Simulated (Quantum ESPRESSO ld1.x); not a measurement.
Results of a calculation; reference values are marked as such.
All-electron atom: Tc0.5+ in [Kr] 4d5.5 5s1 (fractional occupations, a model configuration). Level of theory: scalar-relativistic Kohn-Sham, revPBE, spin-unpolarised, spherical densities, point nucleus (ld1.x of Quantum ESPRESSO 7.5).

Normalised radial functions P(r) = r R(r), r in bohr:

r,3s,5s
0.005735,0.3719,0.0468
0.006623,0.4085,0.0514
0.007649,0.4454,0.0560
0.008834,0.4814,0.0605
0.0102,0.5148,0.0647
0.01188,0.5449,0.0684
0.01372,0.5656,0.0710
0.01584,0.5755,0.0722
0.01829,0.5705,0.0715
0.02113,0.5465,0.0683
0.0244,0.4989,0.0622
0.02818,0.4236,0.0526
0.03254,0.3171,0.0390
0.03758,0.1779,0.0213
0.0434,0.0074,-0.0003
0.05013,-0.1891,-0.0252
0.05836,-0.4127,-0.0533
0.06739,-0.6220,-0.0794
0.07783,-0.8049,-0.1016
0.08989,-0.9328,-0.1163
0.1038,-0.9752,-0.1193
0.1199,-0.9051,-0.1071
0.1385,-0.7055,-0.0778
0.1599,-0.3770,-0.0319
0.1847,0.0572,0.0263
0.2133,0.5493,0.0886
0.2483,1.0576,0.1460
0.2867,1.4511,0.1785
0.3311,1.6948,0.1781
0.3824,1.7543,0.1381
0.4417,1.6341,0.0606
0.5101,1.3761,-0.0430
0.5891,1.0466,-0.1524
0.6803,0.7157,-0.2427
0.7857,0.4371,-0.2900
0.9074,0.2361,-0.2771
1.048,0.1112,-0.1987
1.22,0.0425,-0.0556
1.409,0.0143,0.1145
1.627,0.0040,0.2899
1.879,0.0009,0.4443
2.17,0.0002,0.5573
2.506,0.0000,0.6174
2.894,0.0000,0.6213
3.343,0.0000,0.5741
3.861,0.0000,0.4886
4.458,0.0000,0.3834
5.19,0.0000,0.2717
5.994,0.0000,0.1789
6.923,0.0000,0.1061
7.995,0.0000,0.0556
9.233,0.0000,0.0253
10.66,0.0000,0.0098

3s: eigenvalue -520.43 eV, 2 radial nodes at r = 0.0437, 0.181 bohr, <r> = 0.415 bohr, 90 % of the charge inside 0.613 bohr. 5s: eigenvalue -7.479 eV, 4 radial nodes at r = 0.0433, 0.174, 0.482, 1.28 bohr, <r> = 3.24 bohr, 90 % of the charge inside 4.83 bohr.
